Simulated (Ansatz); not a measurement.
Two isomers of C2H8GaNSi: A = `C[Si@H]1N[C@@H]1[GaH2]`, B = `C=[CH][Ga]([NH2])[SiH3]`.

Gas-phase electronic energies from Ansatz, PBE0-D4/def2-TZVP geometries. CBS: MP2 limit from def2 TZ/QZ plus the TZ coupled-cluster correction, frozen cores. Functionals use def2-TZVPP. B3LYP here is the variant with VWN-RPA as its local correlation; programs differ in this. For Ga outer-core shells are correlated without core-valence functions, which leaves a few kJ/mol of doubt a bond. Scalar relativity is left out up to krypton. One conformer a species, not always the lowest.

A:

Z-matrix (Å, degrees):
```
C
Si 1 1.858
H 1 1.093 2 110.9
H 1 1.093 2 110.7 3 119.5
H 1 1.092 2 110.5 3 -120.5
N 2 1.721 1 122.5 3 84.8
C 2 1.852 1 119.8 3 143.9
H 2 1.480 1 113.3 3 -60.6
H 6 1.011 2 122.0 1 -2.5
Ga 7 1.937 2 118.8 1 140.7
H 7 1.094 2 110.3 1 0.0
H 10 1.569 7 120.3 2 61.6
H 10 1.575 7 118.4 2 -112.1
```

B:

```xyz
13

C     1.3912   -0.7386   -1.8751
C     0.2899   -0.0034   -1.7303
Ga   -0.5005    0.3261    0.0234
N    -2.0295    1.3097    0.0778
Si    0.4098   -0.4686    2.1021
H     1.8430   -0.9324   -2.8459
H     1.9007   -1.1884   -1.0255
H    -0.1608    0.4106   -2.6319
H    -2.4859    1.6932   -0.7330
H    -2.5239    1.5350    0.9239
H     0.6881   -1.9321    2.0546
H    -0.5195   -0.2237    3.2409
H     1.6975    0.2126    2.4189
```

**Question.** Which is lower in electronic energy at CCSD(T)/CBS, and by how much? (Estimate.)

**Answer.** Computed: B, by 104.5 kJ/mol.

**Question.** Give E(B) − E(A) in kJ/mol with CCSD/def2-TZVPP, PBE0-D4, HF/def2-TZVPP, PBE-D4, B3LYP-D4, B2PLYP, MP2/def2-TZVPP. (Best estimate.)

**Answer.** Computed: CCSD/def2-TZVPP -108.2, PBE0-D4 -85.4, HF/def2-TZVPP -126.1, PBE-D4 -87.4, B3LYP-D4 -105.1, B2PLYP -104.2, MP2/def2-TZVPP -91.8. None reverses the order clearly.

Largest T1 diagnostic: 0.014.

The D4 term adds +3.0 kJ/mol with B3LYP and +1.3 kJ/mol with PBE0; it sums over pairs of atoms, weighted by their polarisabilities, and B3LYP, whose exchange is more repulsive, gets the larger term. In def2-TZVPP, CCSD(T) changes the Hartree–Fock value by +20.0 kJ/mol (the triples alone add +2.0 kJ/mol) and MP2 by +34.3 kJ/mol.
